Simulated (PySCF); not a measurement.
Ge(Br)(SH) (BrGeHS), SMILES [SH][Ge][Br] (connectivity only; charge and spin as stated), neutral, multiplicity 1.

The structure is a stationary point at r2SCAN-D4/def2-SVP. The values are those of a single conformer.

Method: PBE0/def2-TZVPD (PySCF).

Symmetry labels are those of the subgroup Cs that the program uses (full group Cs).

Computed valence orbital energies around the gap with their symmetry:
| orbital | symmetry | energy (eV) |
|---|---|---|
| HOMO−7 | A' | -20.60 |
| HOMO−6 | A' | -14.13 |
| HOMO−5 | A' | -11.58 |
| HOMO−4 | A' | -9.86 |
| HOMO−3 | A" | -9.00 |
| HOMO−2 | A' | -8.69 |
| HOMO−1 | A" | -8.04 |
| HOMO | A' | -7.45 |
| LUMO | A" | -2.82 |
| LUMO+1 | A' | -0.79 |
| LUMO+2 | A' | -0.29 |
| LUMO+3 | A' | -0.08 |
